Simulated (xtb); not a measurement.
dimethylsulfoxide (C₂H₆OS), singlet, at a GFN2-xTB geometry, atoms displaced at random by about 0.05 Å a coordinate. Base run: GFN1-xTB run with xtb 6.7.1.

xtb was given this input:
```
$ xtb mol.xyz --gfn 1 --opt --json

# file mol.xyz
10

S     -0.01043477     0.30506254    -0.42424189
O     -0.03054992     1.43942607     0.40302292
C      1.33358277    -0.81546640     0.17590628
C     -1.37690020    -0.76710898     0.12889733
H      1.31680490    -0.90413273     1.20002904
H     -2.36249351    -0.30516945     0.04511120
H      1.36535943    -1.78517236    -0.27472026
H      2.25889085    -0.25785095    -0.01569765
H     -1.25149899    -1.73507900    -0.33455591
H     -1.25045107    -1.01014707     1.26466624
```

Base: optimiser steps 7.

A changed run: ΔE vs base (mEh) -13.415; optimiser steps 7.

### Question
What was changed between the two runs?
A) alpb = chcl3
B) opt level = crude
C) opt level = vtight
D) opt level = lax
E) engine = lbfgs

### Answer
A, alpb = chcl3
